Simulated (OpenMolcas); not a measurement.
## 3s² 3p along the 13-electron sequence

- Program: OpenMolcas 26.06
- Method: SS-RASPT2, IPEA 0.25 Eh, imaginary shift 0.1 Eh
- Basis: ANO-R2
- Scalar Hamiltonian: X2C, finite nucleus
- Spin-orbit coupling: RASSI with atomic mean-field integrals over the reference wave functions, term energies averaged over their components

Active space for each ion: 3 electrons in 9 orbitals (RAS2 3s 3p; RAS3 3d, at most 2 electrons); closed shells correlated by CASPT2: 2s 2p.

Computed levels in cm-1 above ²P°_1/2:

| Level | Al | Si+ | P2+ | S3+ | Cl4+ | Ar5+ |
| --- | --- | --- | --- | --- | --- | --- |
| ²P°_3/2 | 109 | 257 | 489 | 838 | 1341 | 2031 |
| weight of ²P° in the lowest level (%) | 100 | 100 | 100 | 100 | 100 | 100 |

Measured, with the error of the calculation in %. Measured levels: Al, Si+ from NIST Handbook of Basic Atomic Spectroscopic Data; P2+ from Martin, Zalubas and Musgrove, J. Phys. Chem. Ref. Data 14, 751 (1985); S3+ from NIST levels in Podobedova, Kelleher and Wiese, J. Phys. Chem. Ref. Data 38, 171 (2009); Ar5+ from Saloman, J. Phys. Chem. Ref. Data 39, 033101 (2010).

```csv
Level,Al,Si+,P2+,S3+,Ar5+
²P°_3/2,112 (-3.1),287 (-10.5),559 (-12.5),951 (-11.9),2208 (-8.0)
```

The fine-structure level ²P°_3/2 changes by a factor of 18.6 from Al to Ar5+. Its fourth root runs 3.23, 4.00, 4.70, 5.38, 6.05, 6.71, with steps per unit of Z of 0.77, 0.70, 0.68, 0.67, 0.66; equal steps would mean a (Z - σ)^4 law with constant σ.

Active for correlation alone: 3d; no level in the range computed is led by a configuration that fills it, so any true level of that kind is missing. Measured partners are found by configuration, term and J. A level has none where our copy of the source lacks it or the pairing is in doubt (some pairs that miss far off the trend of their configuration count as doubtful), and it then counts in no deviation. Levels of configurations outside the active space are missing.

° marks odd parity.
